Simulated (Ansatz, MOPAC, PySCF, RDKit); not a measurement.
Complex: SiH4 (SMILES [SiH4]) (first 5 atoms) with ClH3Si (SMILES [SiH3]Cl); geometry from B3LYP-D3(BJ)/def2-TZVP, rigid monomers moved along the line of their centres of mass till Si1···Cl7 is 3.34 Å.
(charge 0, multiplicity 1):
```xyz
10

Si     0.0487     0.0057     0.0238
H      0.5397    -1.3882     0.0579
H      0.0694     0.5038    -1.3713
H      0.9263     0.8633     0.8521
H     -1.3332     0.0692     0.5463
Si     0.1340     1.0216     3.6526
Cl     0.0208    -0.9962     3.2111
H     -0.8629     1.7353     2.8328
H      1.4968     1.4919     3.3412
H     -0.1578     1.1927     5.0893
```

Monomers are frozen at their geometry in the pair; levels with a basis set take the counterpoise correction. Rows marked so take none.

Rows in 3-21G carry no dispersion term and start afresh at each structure. The state reached by AM1 isn't checked.

Run with Ansatz (an electronic-structure program) with Gaussian orbitals; MOPAC for AM1 (differences of heats of formation); PySCF for 3-21G rows; RDKit for the force fields. 

Question: One of these levels gives 356.2 meV for the interaction energy. Which?
A. AM1
B. B3LYP/3-21G (no counterpoise)
C. MMFF94
D. PBE/def2-TZVPPD

Answer: C, MMFF94. The others give 93.5 (AM1), 42.4 (PBE/def2-TZVPPD), 25.4 (B3LYP/3-21G (no counterpoise))
